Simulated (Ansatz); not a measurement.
The cluster Au₄⁻. Total charge -1; doublet. Geometry PBE-D4/def2-SVP, that of the neutral singlet; atoms count from 1.

```xyz
4

Au    1.217    0.088   -0.530
Au   -0.691   -1.374   -1.814
Au   -1.217   -0.087    0.530
Au    0.691    1.373    1.814
```

In the def2 sets Au takes a core potential; there is no spin–orbit coupling. The structure comes from a short search, and lower isomers may exist.

Q: Estimate the Mulliken populations from the PBE0/def2-TZVPD orbitals of Ansatz.

A: 
| atom | charge (e) | spin (α − β) | d electrons |
| --- | --- | --- | --- |
| Au1 | -0.20 | 0.46 | 9.82 |
| Au2 | -0.30 | 0.04 | 9.88 |
| Au3 | -0.20 | 0.46 | 9.82 |
| Au4 | -0.30 | 0.04 | 9.88 |
Mulliken values and Mayer orders depend strongly on the basis. With diffuse functions, as here, like atoms can get unlike values, and bond orders can come out too low or too high.

Q: Where does the spin sit?

A: Summed by element: Au 1.00, of 1 unpaired in all. Largest on single atoms: Au1 0.46, Au3 0.46, Au4 0.04.

Q: And the Mayer bond orders between bonded heavy atoms (over 0.3)?

A: Au1–Au2 0.58 (2.72 Å); Au1–Au3 0.56 (2.66 Å); Au1–Au4 0.58 (2.72 Å); Au2–Au3 0.58 (2.72 Å); Au3–Au4 0.58 (2.72 Å).
